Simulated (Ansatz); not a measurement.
Geometry optimisation, Ansatz, RKS LDA/cc-pVDZ.

input.yaml

```yaml
crystal:
  periodic: [false, false, false]
  atoms:
    - { symbol: Si, position_ang: [0.0, 0.0, 0.0] }
    - { symbol: Si, position_ang: [0.0, 0.0, 2.22] }
    - { symbol: H, position_ang: [-1.3148, -0.4067, 2.7074] }
    - { symbol: H, position_ang: [1.0096, -0.9353, 2.7074] }
    - { symbol: H, position_ang: [0.3052, 1.342, 2.7074] }
    - { symbol: F, position_ang: [1.4994, 0.0, -0.5295] }
    - { symbol: "N", position_ang: [-0.8572, 1.4851, -0.6061] }
    - { symbol: H, position_ang: [-1.8773, 1.43, -0.8888] }
    - { symbol: H, position_ang: [-0.3367, 2.4058, -0.6766] }
    - { symbol: F, position_ang: [-0.7489, -1.2974, -0.5295] }
basis:
  gaussian: { orbitals: cc-pVDZ }
hamiltonian:
  xc: lda
relax:
  f_tol: 0.02
  max_steps: 40
```

Command:

```bash
$ ansatz run input.yaml --threads 4 --pin off --max-ram 5120MiB --backend cpu --events-out ev --progress --plain --runs-dir out
```

Question: Where does it end, and by what steps?

Answer: The forces met the threshold. The force dipped under the threshold on the way, but the program's further checks kept it going. After 16 steps the energy has fallen by 0.499 eV; H5 moved furthest, 0.34 Å.

```json
{"step": "0", "energy less start (eV)": "0.0000", "largest force component (eV/Å)": "3.486", "accepted": "yes"}
{"step": "1", "energy less start (eV)": "-0.3865", "largest force component (eV/Å)": "1.897", "accepted": "yes"}
{"step": "2", "energy less start (eV)": "-0.4678", "largest force component (eV/Å)": "0.239", "accepted": "yes"}
{"step": "3", "energy less start (eV)": "-0.4766", "largest force component (eV/Å)": "0.201", "accepted": "yes"}
{"step": "4", "energy less start (eV)": "-0.4865", "largest force component (eV/Å)": "0.694", "accepted": "yes"}
{"step": "5", "energy less start (eV)": "-0.4020", "largest force component (eV/Å)": "1.899", "accepted": "no"}
{"step": "6", "energy less start (eV)": "-0.4938", "largest force component (eV/Å)": "0.244", "accepted": "yes"}
{"step": "7", "energy less start (eV)": "-0.4982", "largest force component (eV/Å)": "0.075", "accepted": "yes"}
{"step": "8", "energy less start (eV)": "-0.4987", "largest force component (eV/Å)": "0.035", "accepted": "yes"}
{"step": "9", "energy less start (eV)": "-0.4989", "largest force component (eV/Å)": "0.024", "accepted": "yes"}
{"step": "10", "energy less start (eV)": "-0.4992", "largest force component (eV/Å)": "0.005", "accepted": "yes"}
{"step": "11", "energy less start (eV)": "-0.4993", "largest force component (eV/Å)": "0.063", "accepted": "yes"}
{"step": "12", "energy less start (eV)": "-0.4993", "largest force component (eV/Å)": "0.030", "accepted": "yes"}
{"step": "13", "energy less start (eV)": "-0.4994", "largest force component (eV/Å)": "0.006", "accepted": "yes"}
{"step": "14", "energy less start (eV)": "-0.4994", "largest force component (eV/Å)": "0.020", "accepted": "yes"}
{"step": "15", "energy less start (eV)": "-0.4994", "largest force component (eV/Å)": "0.049", "accepted": "no"}
{"step": "16", "energy less start (eV)": "-0.4995", "largest force component (eV/Å)": "0.012", "accepted": "yes"}
```

```xyz
10
Properties=species:S:1:pos:R:3
Si -0.006 0.117 -0.039
Si 0.017 -0.015 2.277
H -1.400 -0.153 2.783
H 0.831 -1.188 2.766
H 0.601 1.259 2.843
F 1.551 0.244 -0.529
N -0.863 1.371 -0.834
H -1.889 1.336 -0.823
H -0.526 2.335 -0.730
F -0.637 -1.284 -0.603
```

Run time: 13 s on 4 threads of AMD EPYC 7R43 64-Core Processor (Zen 3), with other jobs on the host, peak memory 0.17 GiB.
